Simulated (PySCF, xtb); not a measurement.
C₆H₆S₂, SMILES c1cc(S)ccc1S.

GFN2-xTB in xtb 6.7.1 at its own geometry gives an orbital gap of 3.40 eV and a dipole moment of 2.50 D.

Geometry optimised at PBE0-D3(BJ)/def2-SVP. One conformer was computed; it need not be the lowest.

What does M06-2X/def2-TZVP (PySCF) give? (The exact figures need the calculation; the answer reports its results.)

gap 7.15 eV (levels -6.99 and 0.16 eV), dipole 1.58 D.
